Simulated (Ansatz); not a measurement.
**GeH3Cl (chlorogermane): entropy by statistical mechanics**

A singlet with charge 0, relaxed at r2SCAN/def2-TZVP (Ansatz 0.2.0):

```xyz
5

Cl   -1.8762   -0.0251    0.6414
Ge    0.1628   -0.0139   -0.0609
H     0.1610    0.6549   -1.4357
H     0.6187   -1.4709   -0.1407
H     0.9836    0.7814    0.9545
```

Harmonic wavenumbers in cm⁻¹: 423, 600, 600, 850, 873, 873, 2170, 2185, 2185.

Masses in u: Cl 35.45, Ge 72.63, H 1.008. Take T = 298.15 K, p = 1 bar, R = 8.3145 J/(mol K), kT/hc = 207.22 cm⁻¹, rigid rotor and harmonic oscillator.

Compute the standard molar entropy.


1. Translation (Sackur–Tetrode): S = R[3/2 ln M + 5/2 ln T − 1.1517] with M = 111.104 gives 167.6 J/(mol K).
2. Rotation: principal moments 6.457, 117.960, 117.961 u Å² give A, B, C = 2.6108, 0.1429, 0.1429 cm⁻¹; the symmetry number is σ = 3; q = (√π/σ)√((kT/hc)³/ABC) = 7633; S = R(ln q + 3/2) = 86.8.
3. Vibration: with u = ν̃/207.22, each mode gives R[u/(eᵘ − 1) − ln(1 − e⁻ᵘ)]; the sum is 9.5, most from 423 cm⁻¹ (3.7), 600 cm⁻¹ (1.9), 600 cm⁻¹ (1.9).
4. Electronic: R ln 1 = 0.0, from the spin multiplicity alone.
5. Sum: 167.6 + 86.8 + 9.5 + 0.0 = 263.9 J/(mol K).

No measured value is set beside it here.
